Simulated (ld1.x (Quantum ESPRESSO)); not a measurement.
# nitrogen: excitation energies, all-electron against PAW

- Element: nitrogen (N)
- Generator: ld1.x (Quantum ESPRESSO) 7.5
- Type: PAW
- Functional: PBE
- Relativity: scalar-relativistic
- Frozen core: [He]
- Valence charge: 5
- Reference configuration: 2s2 2p1.5 (charge +1.5)
- Partial waves: 2s (bound): rcut 0.90, rcutus 1.00 bohr; 2s channel at -1.6 Ry: rcut 0.90, rcutus 1.00 bohr; 2p (bound): rcut 1.85, rcutus 2.05 bohr; 2p channel at -1.8 Ry: rcut 1.85, rcutus 2.05 bohr
- Local potential: all-electron potential smoothed inside 1.70 bohr (lloc = -1)
- Core correction: Bessel-smoothed model core inside 0.95 bohr
- Augmentation charge: PSQ, radius 0.75 bohr

Energies are relative to the spin-unpolarised reference configuration 2s2 2p1.5; without spin polarisation the order of configurations can differ from experiment.

(1) Give the all-electron excitation energy and the error of the potential for: 2s2 2p3; 2s2 2p2; 2s2 2p1; 2s1 2p3; 2s0 2p5; 2s2 2p2.5; 2s2 2p3.3.

Levels in the configuration 2s2 2p2:

| level | all-electron (eV) | pseudo (eV) |
| --- | --- | --- |
| 2s | -32.462 | -32.454 |
| 2p | -20.688 | -20.679 |

Results:

(1)

| valence configuration | charge | ΔE all-electron (eV) | error AE − PS (meV) |
| --- | --- | --- | --- |
| 2s2 2p3 | 0 | -25.914 | -12 |
| 2s2 2p2 | +1 | -12.323 | -2.1 |
| 2s2 2p1 | +2 | 16.531 | -3.0 |
| 2s1 2p3 | +1 | -0.542 | -3.9 |
| 2s0 2p5 | 0 | -2.873 | -19 |
| 2s2 2p2.5 | +0.5 | -20.821 | -7.1 |
| 2s2 2p3.3 | -0.3 | -27.533 | -13 |
